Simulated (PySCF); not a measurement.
# Correlation energy of Tc⁺ (technetium, charge +1)

[Kr] 4d4 5s1 5p1, one real determinant (an excited configuration). Computed with PySCF 2.14 in aug-cc-pVDZ-PP with ECP28MDF, with scalar relativity through the core potential. Frozen: 4s2 4p6; 6 electrons correlated.

```json
{"level": "CCSD", "correlation energy (mhartree)": "-53.64"}
{"level": "(T)", "correlation energy (mhartree)": "-0.68"}
{"level": "CCSD(T)", "correlation energy (mhartree)": "-54.32"}
```

Diagnostics: T1 = 0.017, D1 = 0.0555, largest double amplitude 0.061.

The real determinant used has ⟨L²⟩ near 8 against 12 for a pure F term, so it mixes terms.

Cost of the coupled-cluster step: of the order of 2.1 core-seconds, for 6 correlated electrons.

The reference is one real determinant that mixes LS terms of this configuration.
